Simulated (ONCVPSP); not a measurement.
**Transferability test, ONCV potential for scandium**

* Element: Sc
* Generator: ONCVPSP 4.0.1
* Type: optimised norm-conserving Vanderbilt (ONCV)
* Functional: LDA (Perdew-Wang 92)
* Relativity: scalar-relativistic
* Frozen core: [Ar]
* Valence charge: 3
* Reference configuration: 3d1 4s2
* Partial waves: 4s: rc 3.40 bohr, ncon 3, nbas 6, qcut 1.7 1/bohr, 1 projector; p scattering state at 0.11 Ha: rc 3.05 bohr, ncon 3, nbas 6, qcut 3.2 1/bohr, 2 projectors, debl 3 Ha; 3d: rc 1.55 bohr, ncon 4, nbas 8, qcut 8.4 1/bohr, 2 projectors, debl 2 Ha
* Local potential: polynomial inside 1.50 bohr (lpopt 5, dvloc0 2 Ha)
* Core correction: Teter function, fcfact 5.25, rcfact 1.05

In the p channel the program set the typed energies aside and used 0.050, 3.050 Ha.

Energies are relative to the spin-unpolarised reference configuration 3d1 4s2; without spin polarisation the order of configurations can differ from experiment.

Give the all-electron excitation energy and the error of the potential for: 3d1 4s1; 3d1 4s0; 3d1 4s1.5; 3d1.5 4s1.5.

| valence configuration | charge | ΔE all-electron (eV) | error AE − PS (meV) |
| --- | --- | --- | --- |
| 3d1 4s1 | +1 | 7.061 | -2.0 |
| 3d1 4s0 | +2 | 20.016 | +36 |
| 3d1 4s1.5 | +0.5 | 2.821 | -0.7 |
| 3d1.5 4s1.5 | 0 | 0.646 | -13 |

Levels in the configuration 3d1.5 4s1.5:

```csv
level,all-electron (eV),pseudo (eV)
3d,-2.251,-2.187
4s,-3.918,-3.895
```

Note: ghosts flagged at negative energy: s at -12.7 eV; GHOST(+) flagged for p at 101.0 eV. A true bound ghost makes a file unfit for plane-wave use.
